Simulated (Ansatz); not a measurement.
F6OSi2, triplet, at the geometry of the source list (a higher spin typed on purpose: for a closed-shell molecule this is an excited state); B3LYP/STO-3G in Ansatz (a quantum-chemistry and plane-wave program).

Input for Ansatz:
Ansatz 0.2 input:
```yaml
crystal:
  periodic: [false, false, false]
  atoms:
    - {symbol: F, position_ang: [2.14150000, 0.34950000, -1.18690000]}
    - {symbol: Si, position_ang: [1.48840000, 0.31650000, 0.24260000]}
    - {symbol: F, position_ang: [2.39280000, -0.51410000, 1.21790000]}
    - {symbol: F, position_ang: [1.39320000, 1.80110000, 0.74870000]}
    - {symbol: O, position_ang: [0.06090000, -0.38600000, 0.20130000]}
    - {symbol: Si, position_ang: [-1.47750000, -0.38560000, -0.20660000]}
    - {symbol: F, position_ang: [-1.68300000, 0.03600000, -1.70640000]}
    - {symbol: F, position_ang: [-2.29490000, 0.62300000, 0.67990000]}
    - {symbol: F, position_ang: [-2.02140000, -1.84040000, 0.00950000]}
basis:
  gaussian:
    orbitals: STO-3G
hamiltonian:
  xc: b3lyp
magnetization: {spin_polarized: true, initial_magnetization: 2}
accuracy: high
```

The log (banner, timings and long lists left out):

```
Functional definition: B3LYP
1186 factors; integrals over basis functions are off by at most 3.8e-8 eV
mean field evaluation 1: about -33644.4566 eV, gradient 2.5e1 eV
mean field evaluation 2: about -33639.2385 eV, gradient 3.8e1 eV
mean field evaluation 4: about -33648.9619 eV, gradient 5.1e0 eV
mean field evaluation 8: about -33649.1829 eV, gradient 2.9e-1 eV
mean field evaluation 16: about -33649.2451 eV, gradient 1.9e-3 eV
mean field evaluation 32: about -33649.2451 eV, gradient 1.9e-5 eV
mean field evaluation 64: about -33648.2976 eV, gradient 1.0e1 eV
mean field -33649.24507986 eV, -1236.5869484075 hartree, gradient 4.9e-8 eV, S^2 2.003234; 10 other end points of the search recorded, 0 dependent functions left out
reference -33649.24510800 eV, -1236.5869494413 hartree; 46, 44 occupied and 7, 9 virtual orbitals, 1186 factors
Total energy: -33649.24510800 eV, -1236.5869494413 hartree
```
